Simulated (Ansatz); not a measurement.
Basis-set extrapolation for F$_{3}$H$_{3}$OSi$_{2}$, SMILES `F[Si](F)(F)O[SiH3]` (PBE0-D4/def2-TZVP geometry, frozen core, Ansatz). Multiplicity 1, RHF reference.

```tsv
	def2-TZVPP	def2-QZVPP
HF	-953.321529	-953.360021
MP2 correlation	-1.207322	-1.318790
CCSD(T) correlation	-1.266293	not run
```

Energies in hartree. Use E(X) = E(∞) + A·exp(−7.88·√X) for Hartree–Fock and E(X) = E(∞) + B·X^(−2.97) for correlation, with X = 3 and 4, and add CCSD(T) minus MP2 of the smaller set to the MP2 limit.

**Question.** What is the CCSD(T) energy at the basis-set limit?

**Answer.** HF limit: -953.360021 + (-0.038492) × 0.13774 = -953.36532. MP2 limit: -1.318790 + (-0.111468) × 0.74074 = -1.40136. Higher-order term: -1.266293 − (-1.207322) = -0.05897. Total: -954.82565 hartree, 624.4 kJ/mol below CCSD(T)/def2-TZVPP.
